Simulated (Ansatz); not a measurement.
CH9NSi2, SMILES `C[SiH2][SiH2]N` at its PBE0-D4/def2-TZVP geometry, where that method's forces vanish. Charge 0, multiplicity 1.

```csv
atom,x (Å),y (Å),z (Å)
C1,1.476,1.621,0.724
Si2,0.467,0.049,0.922
Si3,-0.635,-0.517,-1.066
N4,-1.714,-1.827,-0.759
H5,2.248,1.492,-0.038
H6,1.967,1.889,1.662
H7,0.838,2.455,0.422
H8,1.344,-1.076,1.354
H9,-0.558,0.238,1.992
H10,-1.273,0.726,-1.614
H11,0.331,-0.968,-2.107
H12,-2.162,-2.299,-1.529
H13,-2.329,-1.784,0.038
```

(1) For each bond, give half the difference of the two atoms' forces along it (eV/Å; positive pushes the atoms apart) under PBE-D4, r2SCAN-D4, B3LYP-D4, ωB97M-V in def2-TZVPP. (Estimate.)

## Answers

(1) Ansatz gave: 
```tsv
bond	length (Å)	PBE-D4	r2SCAN-D4	B3LYP-D4	ωB97M-V
C1–Si2	1.878	0.02	0.02	0.13	0.07
C1–H5	1.092	0.11	-0.01	-0.04	-0.04
C1–H6	1.092	0.11	-0.02	-0.05	-0.05
C1–H7	1.092	0.10	-0.01	-0.04	-0.04
Si2–Si3	2.342	-0.11	0.00	0.05	0.00
Si2–H8	1.491	0.08	-0.02	-0.10	-0.11
Si2–H9	1.494	0.08	-0.01	-0.10	-0.11
Si3–N4	1.725	0.09	0.01	0.12	0.14
Si3–H10	1.500	0.05	-0.01	-0.10	-0.14
Si3–H11	1.490	0.08	-0.02	-0.11	-0.14
N4–H12	1.008	0.20	0.02	-0.01	-0.03
N4–H13	1.007	0.20	0.02	-0.01	-0.03
```

B3LYP here is the variant with VWN-RPA as its local correlation; programs differ in this.
